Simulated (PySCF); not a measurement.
Molfile (atoms numbered from 1):
```
C3H9AlClFS
     RDKit          3D

 16 15  0  0  0  0  0  0  0  0999 V2000
   -1.2643   -0.8322    1.2942 C   0  0  0  0  0  0  0  0  0  0  0  0
   -0.5702   -1.0178   -0.3634 S   0  0  0  0  0  0  0  0  0  0  0  0
   -1.8851   -0.2351   -1.3378 C   0  0  0  0  0  0  0  0  0  0  0  0
   -3.0376   -0.9392   -1.2335 F   0  0  0  0  0  0  0  0  0  0  0  0
    1.0680    0.8988   -0.4736 Al  0  0  0  0  0  4  0  0  0  0  0  0
    2.6592    0.1716    0.4542 C   0  0  0  0  0  0  0  0  0  0  0  0
    3.7143    1.6544    0.3642 Cl  0  0  0  0  0  0  0  0  0  0  0  0
   -1.3626    0.2325    1.5494 H   0  0  0  0  0  0  0  0  0  0  0  0
   -0.5669   -1.3176    1.9893 H   0  0  0  0  0  0  0  0  0  0  0  0
   -2.2350   -1.3432    1.3287 H   0  0  0  0  0  0  0  0  0  0  0  0
   -2.0413    0.7939   -0.9743 H   0  0  0  0  0  0  0  0  0  0  0  0
   -1.5234   -0.2235   -2.3778 H   0  0  0  0  0  0  0  0  0  0  0  0
    1.1044    0.9913   -2.0687 H   0  0  0  0  0  0  0  0  0  0  0  0
    0.1427    1.9145    0.3513 H   0  0  0  0  0  0  0  0  0  0  0  0
    2.5692   -0.0860    1.5195 H   0  0  0  0  0  0  0  0  0  0  0  0
    3.2074   -0.6346   -0.0542 H   0  0  0  0  0  0  0  0  0  0  0  0
  2  1  1  1
  2  3  1  0
  3  4  1  0
  2  5  1  0
  5  6  1  0
  6  7  1  0
  1  8  1  0
  1  9  1  0
  1 10  1  0
  3 11  1  0
  3 12  1  0
  5 13  1  0
  5 14  1  0
  6 15  1  0
  6 16  1  0
M  CHG  2   2   1   5  -1
M  END
```

Geometry: PBE0-D3(BJ)/def2-SVP; GIAO absolute shieldings from PySCF 2.14, gas phase, non-relativistic, averaged over equivalent atoms.

At PBE0/pcSseg-1 (185 basis functions, 28 s wall time on 1 thread of an x86-64 server CPU, shared host):
```
    atoms  σ (ppm)
       C3     94.5
       C6    156.4
       C1    164.3
       S2    520.9
       F4    407.5
      Al5    436.3
      Cl7    976.0
      H12    25.81
      H11    26.08
      H13    27.41
      H14    27.52
      H16    28.67
      H15    28.76
H8/H9/H10    28.92
```

Q: What do these become at mPW1PW91/pcSseg-1?

A: 
| atoms | σ at mPW1PW91/pcSseg-1 | change |
| --- | --- | --- |
| C3 | 93.8 | -0.7 |
| C6 | 155.2 | -1.2 |
| C1 | 163.3 | -1.0 |
| S2 | 516.9 | -4.0 |
| F4 | 407.2 | -0.3 |
| Al5 | 436.5 | +0.2 |
| Cl7 | 974.7 | -1.3 |
| H12 | 25.88 | +0.07 |
| H11 | 26.12 | +0.04 |
| H13 | 27.51 | +0.10 |
| H14 | 27.61 | +0.09 |
| H16 | 28.72 | +0.05 |
| H15 | 28.82 | +0.06 |
| H8/H9/H10 | 28.96 | +0.04 |

The largest change is at S2 (sulfur bonded to 2 C, Al). Cost: 185 basis functions, 22 s wall time on 1 thread of an x86-64 server CPU, shared host. The order of the carbon signals is the same at both levels.

Carbons that carry Cl, above all several Cl atoms, come out too deshielded, partly because spin–orbit coupling is missing.
